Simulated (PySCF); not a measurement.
ClK (SMILES [Cl][K]), singlet, geometry from GFN2-xTB (such geometries of metal compounds can be far from the true shape). Base run: PySCF with PBE0/6-311G**.

PySCF was given this input:
```python
from pyscf import gto, scf, dft

mol = gto.Mole()
mol.atom = '''
    K    -0.000000   -0.000000   -1.217850
    Cl    0.000000    0.000000    1.361126
'''
mol.basis = '6-311g**'
mol.charge = 0
mol.spin = 0
mol.verbose = 4
mol.build()

mf = dft.RKS(mol)
mf.xc = 'pbe0'
mf.kernel()
mf.analyze()
```

Each row names what was changed in the base input (with any setting that the change needs).

```csv
change,basis functions,E (Eh),HOMO (eV),HOMO-LUMO gap (eV),dipole (D)
base,65,-1059.88944,-6.26,4.95,10.10
basis = jorge-DZP-DKH; relativity = none,55,-1059.23412,-5.92,4.47,10.59
basis = ANO-RCC-VDZP; relativity = none,40,-1058.74832,-5.99,4.62,10.58
basis = ANO-RCC-VDZP; relativity = spin-free X2C; nucleus = Gaussian (with mol.nucmod = 'G'),40,-1063.62915,-5.97,4.59,10.54
basis = jorge-DZP-DKH; relativity = spin-free X2C,55,-1063.60514,-5.92,4.45,10.56
basis = x2c-SVPall; relativity = spin-free X2C; nucleus = Gaussian (with mol.nucmod = 'G'),42,-1063.34718,-5.67,4.37,9.23
basis = x2c-SVPall; relativity = spin-free X2C,42,-1063.34835,-5.67,4.37,9.23
basis = x2c-SVPall; relativity = none,42,-1059.05173,-5.69,4.40,9.26
basis = ANO-RCC-VDZP; relativity = spin-free X2C,40,-1063.63053,-5.97,4.59,10.54
basis = jorge-DZP-DKH; relativity = spin-free X2C; nucleus = Gaussian (with mol.nucmod = 'G'),55,-1063.60383,-5.92,4.45,10.56
```

Total energies compare only within one method and basis.

Basis sets contracted for a relativistic Hamiltonian are a mismatch without it, so the rows without relativity aren't non-relativistic limits. No row has spin-orbit coupling; sets with core potentials leave out the core electrons.
